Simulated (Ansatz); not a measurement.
`CC1=C(F)C1` and `CC1=[C]([AlH2])C1` differ in one atom or group.

Ansatz, PBE0-D4/def2-TZVP geometries, multiplicity 1. 

```csv
property,`CC1=C(F)C1`
HOMO energy (ωB97M-V/def2-TZVPP) / eV,-9.07
size of the dipole moment (ωB97M-V/def2-TZVPP) / D,1.70
size of the dipole moment (B3LYP/def2-TZVPP) / D,1.72
LUMO energy (B3LYP/def2-TZVPP) / eV,0.70
HOMO–LUMO gap (ωB97M-V/def2-TZVPP) / eV,11.71
HOMO–LUMO gap (PBE0/def2-TZVPP) / eV,7.83
```

Question: Give the same properties after the change, and the shifts. (Estimate.)

Answer: Computed: 
```tsv
property	`CC1=[C]([AlH2])C1`	shift
HOMO energy (ωB97M-V/def2-TZVPP) / eV	-9.14	-0.07
size of the dipole moment (ωB97M-V/def2-TZVPP) / D	1.48	-0.22
size of the dipole moment (B3LYP/def2-TZVPP) / D	1.57	-0.15
LUMO energy (B3LYP/def2-TZVPP) / eV	-1.92	-2.62
HOMO–LUMO gap (ωB97M-V/def2-TZVPP) / eV	9.10	-2.61
HOMO–LUMO gap (PBE0/def2-TZVPP) / eV	5.27	-2.56
```

With PBE0 the HOMO falls by 0.12 eV and the LUMO falls by 2.69 eV, so the gap narrows by about 2.57 eV. PBE moves the HOMO by -0.28 eV and ωB97M-V by -0.07 eV. Dipoles are sizes alone; their direction can turn.

B3LYP here is the variant with VWN-RPA as its local correlation; programs differ in this.
